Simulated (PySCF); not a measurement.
Compound: C₆H₁₀N (doublet state).
Cartesian coordinates in Å at the GFN2-xTB level; atoms count from 1:
```
atom  x, y, z in Å
C1     3.2118   -0.4550    0.2716
C2     1.8993   -0.6256    0.0469
N3     1.0086    0.3970   -0.0704
C4    -0.3171    0.2768   -0.3703
C5    -1.2185   -0.8910   -0.1084
C6    -2.3735    0.1169    0.0589
C7    -1.3944    1.2921   -0.1422
H8     3.8701   -1.2960    0.3645
H9     3.6457    0.5251    0.3685
H10    1.4669   -1.6103   -0.0508
H11    1.3830    1.3357   -0.0144
H12   -0.9824   -1.4643    0.7944
H13   -1.3365   -1.5962   -0.9344
H14   -2.8447    0.0934    1.0386
H15   -3.1414    0.0435   -0.7075
H16   -1.6219    1.9389   -0.9937
H17   -1.2620    1.9309    0.7377
```

The hyperfine couplings belong to this conformer and change with its torsions.

The species is `C=CN[C]1CCC1` [radical].

Method used: PySCF, UKS B3LYP, pcH-1 on C H N, non-relativistic, mean-field spin-orbit, GIAO. The structure is a single GFN2-xTB conformer in the gas phase; no vibrational or solvent corrections. Couplings are sensitive to structure, and on GFN2-xTB geometries they can be far from those on DFT ones. Stability of the SCF solution: not tested.

Question: What is the g tensor, term by term?

Answer: 
```tsv
Δg (ppm)	1	2	3
relativistic mass correction	-162	-162	-162
gauge correction	4	30	34
orbital Zeeman/spin–orbit	-20	521	1011
total	-178	389	883
```

So g = 2.00214, 2.00271, 2.00320 and g_iso = 2.00268; the tensor is rhombic: the two nearest values differ by 47 % of g3 − g1. Axes: g2 points within 10° of the C1–C2 bond.

Question: What effective moment and Curie constant follow for a powder?

Answer: With the mean of g² = 4.0107 and S(S+1) = 0.75: μ_eff = √(⟨g²⟩S(S+1)) = 1.734 μB and χT = 0.12505·⟨g²⟩·S(S+1) = 0.376 cm³ K/mol (cgs; spin-Hamiltonian part alone).

Question: How much does each term add to the isotropic shift?

Answer: The orbital-Zeeman/spin–orbit term 504, the mass correction -162 and the gauge correction 23 ppm, for a total of 365 ppm. The orbital-Zeeman/spin–orbit term is the largest in size. The mass correction is the same along every axis, so the anisotropy comes from the other two: their spans along these axes are 30 (gauge) and 1031 ppm (orbital Zeeman/spin–orbit).

Question: What are the electron Larmor frequencies g μB B/h along the three axes at 340 mT?

Answer: 9.5276, 9.5303, 9.5327 GHz for g1, g2 and g3, a range of 5.1 MHz.

Question: In a frozen sample, at which fields do the three g values resonate at 9.5, 34, 94 and 263 GHz (hyperfine left aside), and which band first spreads them over more than twice a line width of 0.5 mT?

Answer: 
```tsv
band	GHz	B(g3) mT	B(g2) mT	B(g1) mT	spread mT
X	9.5	338.83	338.92	339.01	0.18
Q	34.0	1212.67	1212.97	1213.31	0.64
W	94.0	3352.67	3353.50	3354.45	1.78
J	263.0	9380.36	9382.67	9385.33	4.97
```

The spread grows in proportion to the frequency. W band is the first where it exceeds 1.0 mT.

The Mulliken spin populations are largest on C4 (+0.73), C1 (+0.23), N3 (+0.08) and C2 (-0.08). The angles at C4 add up to 349.2°, so it is slightly pyramidal.

The HOMO–LUMO gaps are 4.54 eV among the α and 5.25 eV among the β orbitals.
